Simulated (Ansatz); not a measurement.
Stepwise reaction of `[SiH3][O][Ge][O][SiH3]` with water, as a gas-phase model of exchange steps in deposition or etching. ΔE in kJ/mol; ΔG adds harmonic PBE0-D4 terms to CCSD(T)/CBS, at 1 bar.

Gas-phase electronic energies from Ansatz, PBE0-D4/def2-TZVP geometries. CCSD(T)/CBS adds triple-zeta CCSD(T) − MP2 to the extrapolated MP2 energy (def2 sets, frozen cores). This one scheme is used for every species. Functionals use def2-TZVPP. B3LYP here is the variant with VWN-RPA as its local correlation; programs differ in this. For Ge outer-core shells are correlated without core-valence functions, which leaves a few kJ/mol of doubt a bond. Scalar relativity is left out up to krypton. Each species was taken in one conformer, which may not be the lowest.

```csv
step,reaction,PBE-D4,B3LYP-D4,ωB97M-V,CCSD(T)/CBS,ΔG(500 K)
2,`[OH][Ge][O][SiH3]` + H₂O → `[OH][Ge][OH]` + `O[SiH3]`,19.3,22.7,20.4,25.5,23.6
```

(1) Give the row of step 1, `[SiH3][O][Ge][O][SiH3]` + H₂O → `[OH][Ge][O][SiH3]` + `O[SiH3]`. (An estimate is asked.)

(2) By hand: ΔE of the 2 steps together at CCSD(T)/CBS.

## Answers

(1) Ansatz gave: 
```csv
step,reaction,PBE-D4,B3LYP-D4,ωB97M-V,CCSD(T)/CBS,ΔG(500 K)
1,`[SiH3][O][Ge][O][SiH3]` + H₂O → `[OH][Ge][O][SiH3]` + `O[SiH3]`,9.8,15.5,11.3,16.6,11.8
```

(2) (16.6) + (25.5) = 42.1 kJ/mol, or 21.1 kJ/mol a step.

In ΔE each step is higher than the one before. All are uphill at CCSD(T)/CBS. ΔG lies between 11.8 and 23.6 kJ/mol a step. PBE-D4 differs from CCSD(T)/CBS by -6.8 to -6.2 kJ/mol a step. Isolated molecules leave out the surface, adducts and barriers. Largest T1 diagnostic: 0.015.
